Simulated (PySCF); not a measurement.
# Relaxation of doublet Pb(OH)3

These are results of UPBE0/[Pb def2-SVP with ECP60, O def2-SVP, H def2-SVP], scalar-relativistic core potentials, density fitting, no spin–orbit coupling, PySCF, not measurements. A (50,194) grid was used.

A hand-made trigonal pyramidal (heavy-atom frame) start, of C3 symmetry, held to at least that symmetry:

Coordinates in bohr (charge 0 multiplicity 2):
```
Pb    0.0000    0.0000   -0.3681
O     3.4538    0.0000    1.4683
O    -1.7269    2.9911    1.4684
O    -1.7269   -2.9911    1.4684
H     4.4835   -1.3897    2.0158
H    -1.0382    4.5777    2.0158
H    -3.4453   -3.1879    2.0158
```

Optimiser trace:
```csv
step,E − E(last) (kJ/mol),largest gradient (Eh/bohr)
0,37.85,0.02207
1,18.77,0.01213
2,6.10,0.01686
3,2.54,0.00846
4,0.42,0.00412
5,0.16,0.00271
6,0.00,0.00043
7,0.00,0.00008
```

It ends at C3 with O–H 0.968 Å (×3), Pb–O 2.131 Å (×3); H–O–Pb 108.8° (×3), O–Pb–O 104.7° (×3). A frequency run shows a minimum.

With an element this heavy the missing spin–orbit coupling can shift these numbers.
